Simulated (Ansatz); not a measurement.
Ansatz (an electronic-structure program) input:
A basis named .json is the Basis Set Exchange file of that set.

Ansatz 0.2 input:
```yaml
crystal:
  periodic: [false, false, false]
  atoms:
    - {symbol: B, position_ang: [0.01542677, -0.39844804, -0.19399894]}
    - {symbol: Cl, position_ang: [0.11738002, 1.20856965, 0.57857326]}
    - {symbol: C, position_ang: [1.33114266, -1.05470946, -0.59104091]}
    - {symbol: C, position_ang: [-1.40056826, -1.02109873, -0.41064278]}
    - {symbol: H, position_ang: [1.36762148, -2.02995853, -1.06579955]}
    - {symbol: H, position_ang: [2.29603811, -0.58987040, -0.42376585]}
    - {symbol: H, position_ang: [-1.92699242, -1.11805515, 0.54415193]}
    - {symbol: H, position_ang: [-2.02111852, -0.35886042, -1.02261800]}
    - {symbol: H, position_ang: [-1.37158916, -2.00185018, -0.88761710]}
basis:
  gaussian:
    orbitals: aug-cc-pV_D+d_Z.json
magnetization: {spin_polarized: true, initial_magnetization: 1}
correlation: {method: ccsd_t, electrons: outside_noble_gas}
output: {forces: true}
```

Q: Predict the final energy.

A: -563.44692 Eh (CCSD(T)/aug-cc-pV(D+d)Z). The basis has 146 functions.

It need not be the lowest isomer of its formula.
